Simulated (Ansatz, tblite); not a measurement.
Spin states of the cluster SnF3⁻, each relaxed with PBE-D4/def2-TZVPD in Ansatz. Electronic energies in the gas phase.

In the def2 sets Sn takes a core potential, while STO-3G treats all electrons; there is no spin–orbit coupling. The xTB rows come from tblite. HSE06 is defined as in plane-wave codes, on full-range PBE exchange. Correlated methods freeze 7 core orbitals; core or outer-core shells of Sn are correlated, in sets that lack core-valence functions. The structure comes from a short search, and lower isomers may exist.

Singlet geometry (C3v within 0.1 Å):

Cartesian coordinates in Å:
```
Sn -0.720 -0.122 -0.281
F 0.361 1.503 -0.853
F -0.404 0.101 1.716
F 0.763 -1.482 -0.582
```

Triplet geometry (D3h within 0.1 Å):

```csv
atom,x (Å),y (Å),z (Å)
Sn1,0.0018,0.0001,-0.0005
F2,0.7730,0.6169,-1.8130
F3,0.9746,-1.4461,1.1050
F4,-1.7495,0.8291,0.7085
```

Quintet geometry (Cs within 0.1 Å):

Cartesian coordinates in Å:
```
Sn -0.170 0.895 0.926
F 0.867 -1.204 0.274
F -1.704 0.052 -0.095
F 1.008 0.257 -1.105
```

⟨S²⟩: triplet 2.00 at PBE0-D4/def2-TZVPD (pure 2.00), quintet 6.01 at PBE0-D4/def2-TZVPD (pure 6.00).

Only these spin states were relaxed. The quintet has other bonds than the singlet, so the gap mixes isomer and spin.

**Question.** Estimate which spin state lies lowest at each of these levels, and by how much: GFN1-xTB; GFN2-xTB; HF/STO-3G; HF/def2-TZVPD; BLYP-D4/def2-TZVPD; r2SCAN-D4/def2-TZVPD; PBE0-D4/def2-TZVPD; r2SCAN0-D4/def2-TZVPD; HSE06-D4/def2-TZVPD; ωB97X-V/def2-TZVPD; B2PLYP/def2-TZVPD; RPA@PBE/def2-TZVPD.

**Answer.** 
| level | triplet − singlet (kJ/mol) | quintet − singlet (kJ/mol) | lowest of these | remarks |
| --- | --- | --- | --- | --- |
| GFN1-xTB | 509.9 | 1362.2 | singlet | – |
| GFN2-xTB | 511.7 | 1338.7 | singlet | – |
| HF/STO-3G | 342.7 | 722.2 | singlet | HOMO above zero (quintet), HOMO above zero (singlet), HOMO above zero (triplet) |
| HF/def2-TZVPD | 273.5 | 855.5 | singlet | – |
| BLYP-D4/def2-TZVPD | 310.6 | 935.1 | singlet | HOMO above zero (quintet), HOMO above zero (triplet) |
| r2SCAN-D4/def2-TZVPD | 300.8 | 916.1 | singlet | HOMO above zero (quintet), HOMO above zero (triplet) |
| PBE0-D4/def2-TZVPD | 305.2 | 943.9 | singlet | HOMO above zero (quintet), HOMO above zero (triplet) |
| r2SCAN0-D4/def2-TZVPD | 304.5 | 937.1 | singlet | HOMO above zero (quintet) |
| HSE06-D4/def2-TZVPD | 304.2 | 941.6 | singlet | HOMO above zero (quintet), HOMO above zero (triplet) |
| ωB97X-V/def2-TZVPD | 325.3 | 999.5 | singlet | – |
| B2PLYP/def2-TZVPD | 325.0 | 997.8 | singlet | – |
| RPA@PBE/def2-TZVPD | 315.4 | 920.1 | singlet | – |

Change of the quintet − singlet gap on mixing in exact exchange, in kJ/mol: r2SCAN to r2SCAN0 (25 % exact exchange) 21.0. The xTB methods have no term that favours high spin, so they put low spin too low.
